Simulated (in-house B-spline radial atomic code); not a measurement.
Configurations of Al⁵⁺, with energies counted from [He] 2s2 2p4. Method: Dirac-Hartree-Fock, average of configuration, Fermi nucleus of rms radius 3.061 fm. Calculated with a radial B-spline atomic code at the basis-set limit. Energies include first-order Breit, QED and recoil terms.

Occupations are held fixed; configurations that lie above the ionisation limit could autoionise.

```
   configuration  E - E(ref) (eV)  highest orbital  its <r> (bohr)
[He] 2s2 2p3 4s1           154.63            4s1/2           3.113
[He] 2s2 2p3 4d1           162.37            4d5/2           3.332
[He] 2s2 2p3 4f1           163.53            4f7/2            2.99
[He] 2s2 2p3 5f1           174.56            5f7/2           5.235
[He] 2s2 2p3 5g1            174.6            5g9/2           4.583
[He] 2s1 2p4 3d1           175.56            3d5/2           1.621
[He] 2s2 2p3 6f1           180.56            6f7/2            7.98
[He] 2s2 2p3 6g1           180.58            6g9/2           7.332
[He] 2s1 2p4 5f1           212.91            5f7/2           5.234
```

Task: Order these further configurations by energy, lowest first.
A. [He] 2s1 2p4 4d1
B. [He] 2s1 2p4 5g1
C. [He] 2s2 2p3 5s1
D. [He] 2s1 2p4 6g1
E. [He] 2s2 2p3 3s1

Result: E (116.17 eV), C (170.25 eV), A (200.73 eV), B (212.95 eV), D (218.93 eV).

Task: How far above the reference does [He] 2s2 2p3 5d1 lie?

Result: 173.96 eV; its least bound orbital is 5d5/2 with <r> = 5.541 bohr.

Task: How far above the reference does [He] 2s1 2p4 6d1 lie?

Result: 218.56 eV; its least bound orbital is 6d5/2 with <r> = 8.252 bohr.

Task: How far above the reference does [He] 2s1 2p5 lie?

Result: 42.911 eV; its least bound orbital is 2p3/2 with <r> = 0.5424 bohr.
